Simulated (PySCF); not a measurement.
Gas-phase reaction: SnH3Cl + HCl = SnH2Cl2 + 2 H

Method: PySCF energies plus ideal-gas RRHO corrections (1 bar). † marks an energy on the PBE0/def2-TZVP geometry and frequencies; other levels use their own. MP2 and CCSD(T) freeze the core. Open shells (unrestricted): H (multiplicity 2); the rest are closed-shell singlets. Sn: scalar-relativistic def2 core potential, no spin-orbit coupling. SnH3Cl, SnH2Cl2: computed as isolated molecules; such fragments, hydroxides, amides, oligomers or adducts are transient or little studied in the gas. MP2 isn't extrapolated to the basis-set limit. CCSD(T) isn't extrapolated to the basis-set limit.

PBE0/def2-TZVP gives ΔH°(298 K) = 343 kJ.

Q: What do MP2/def2-SVP†, CCSD(T)/def2-SVP†, ωB97X-V/def2-TZVP† give?

A: MP2/def2-SVP†: 319 kJ; CCSD(T)/def2-SVP†: 349 kJ; ωB97X-V/def2-TZVP†: 353 kJ. For scale, ΔH°(298 K) is 343 kJ at this level, 356 kJ at ωB97M-V/def2-TZVP†, and runs from 259 to 439 kJ over the 18 levels computed († marks an energy on the PBE0/def2-TZVP geometry).
